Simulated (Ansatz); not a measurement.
F2Sr (SMILES [F][Sr][F]), singlet, at a GFN2-xTB geometry (such geometries of metal compounds can be far from the true shape) (all electrons, no relativity), atoms displaced at random by about 0.1 Å a coordinate. Base run: HF/3-21G (Ansatz, a quantum-chemistry and plane-wave program).

Input for Ansatz:
Ansatz 0.2 input:
```yaml
crystal:
  periodic: [false, false, false]
  atoms:
    - {symbol: Sr, position_ang: [-0.42373031, -0.17547907, -0.09580792]}
    - {symbol: F, position_ang: [0.56161043, 1.26940795, -0.94095242]}
    - {symbol: F, position_ang: [0.95169234, -1.10818683, 0.93878935]}
basis:
  gaussian:
    orbitals: 3-21G.json
hamiltonian:
  xc: hf
relax: {}
```
The basis file holds 3-21G in the JSON format of the Basis Set Exchange.

The base run was repeated with changes; each row names its change, and settings that it needs were set with it.

```csv
change,ΔE vs base (kJ/mol),optimiser steps,core-seconds (rough)
base,0.00,8,3
relax = escape_saddle: false,0.00,8,4
relax = max_displacement: 0.5,0.00,8,4
relax = f_tol: 0.05,0.01,7,3
relax = f_tol: 0.0005,0.00,11,4
relax = f_tol: 0.1,0.07,7,3
relax = max_displacement: 0.02,0.00,58,20
```
